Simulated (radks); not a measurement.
These are the eigenvalues of the occupied orbitals of an atom or ion with whole-number occupations (hartree). Calculated with a radial shooting solver on a logarithmic mesh with Libxc functionals: Dirac Kohn-Sham, LDA (Slater exchange, Perdew-Wang correlation), spin-unpolarised, spherical densities, finite nucleus; Fermi nuclear charge, rms radius of each element as measured or else 0.836 A^(1/3) + 0.57 fm.

| orbital | eigenvalue |
|---|---|
| 1s1/2 | -2035.171 |
| 2s1/2 | -340.4864 |
| 2p1/2 | -324.2432 |
| 2p3/2 | -292.7886 |
| 3s1/2 | -76.21077 |
| 3p1/2 | -69.07748 |
| 3p3/2 | -62.51011 |
| 3d3/2 | -50.21775 |
| 3d5/2 | -48.78136 |
| 4s1/2 | -15.22487 |
| 4p1/2 | -12.39179 |
| 4p3/2 | -10.91174 |
| 4d3/2 | -6.23510 |
| 4d5/2 | -5.96658 |
| 5s1/2 | -2.09773 |
| 5p1/2 | -1.33207 |
| 5p3/2 | -1.14556 |
| 4f5/2 | -0.38559 |
| 4f7/2 | -0.34954 |
| 6s1/2 | -0.33881 |

Which element is it, and in what charge state? The configuration may be excited. Open shells, if any, are shared by 2j + 1.

Answer. Z = 67, holmium, charge +1: Ho+ in [Xe] 4f11 6s1. The list shows which subshells hold electrons but not how many an open one holds; the 1s level, -2035.2 hartree, gives Z - s = 63.8 by -(Z - s)^2/2, which with screening and relativity narrows Z to a few neighbours, and the depths of the outer levels then fix element, charge and occupations together.
